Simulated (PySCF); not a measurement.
Molecule: SMILES CCCOC(C)C, C$_{6}$H$_{14}$O.

Mapped SMILES: `[CH3:1][CH2:2][CH2:3][O:4][CH:5]([CH3:6])[CH3:7]` (H(Xn): hydrogen on atom n).

Geometry PBE0-D3(BJ)/def2-SVP throughout; GIAO in PySCF, gas phase, one conformer, non-relativistic; equivalent atoms averaged; functional PBE0.

For orientation, 6-31G* gives these absolute shieldings σ: C5 125.8, C3 126.1, C2 169.7, C6/C7 172.4, C1 182.8, O4 279.4, H(C3) 28.63, H(C5) 28.38, H(C6)/H(C7) 30.87 ppm.

A run gave: C5 175.0, C3 177.8, C2 210.2, C6/C7 214.6, C1 215.8, O4 362.4, H(C3) 31.20, H(C5) 31.21, H(C6)/H(C7) 31.74 ppm (absolute shieldings σ).

**Question.** Which basis set was used in that run?
A. aug-cc-pVDZ
B. pcSseg-1
C. cc-pVDZ
D. STO-3G

**Answer.** D. C3 tells them apart best: STO-3G gives 177.8, pcSseg-1 gives 111.7, cc-pVDZ gives 126.2, aug-cc-pVDZ gives 125.6 ppm.
